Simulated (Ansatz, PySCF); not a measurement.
Mg(H)(iPr) (C3H8Mg), SMILES C[CH](C)[MgH].

Coordinates come from a ωB97X-D3(BJ)/def2-SVP optimisation.

Vertical ionisation energy (IE) and electron affinity (EA) in eV. Rows of orbital energies are one-electron estimates. Where ΔSCF, EOM or ADC give a negative EA the extra electron is unbound and the value depends on the basis.

```tsv
level	IE	EA
−ε(HOMO), −ε(LUMO), r2SCAN/def2-TZVP (PySCF)	5.13	0.58
−ε(HOMO), −ε(LUMO), PBE/def2-TZVP (PySCF)	4.98	1.03
ΔSCF, CAM-B3LYP/def2-SVPD (Ansatz), final states of multiplicity 2 and 2	___	___
ΔSCF, PBE/def2-SVPD (Ansatz), final states of multiplicity 2 and 2	7.88	-0.32
```

### Question
Complete the blanks. (The exact figures need the calculation; the answer reports its results.)

### Answer

- ΔSCF, CAM-B3LYP/def2-SVPD (Ansatz, an electronic-structure program), final states of multiplicity 2 and 2, IE: 8.20
- ΔSCF, CAM-B3LYP/def2-SVPD (Ansatz), final states of multiplicity 2 and 2, EA: -0.55

### Question
What vertical singlet–triplet gap does ΔSCF give with CAM-B3LYP/def2-SVPD (Ansatz) and with PBE/def2-SVPD (Ansatz)? (An estimate is asked for; the answer gives what the named calculation found.)

### Answer
4.18 and 3.71 eV (triplet above singlet where positive).
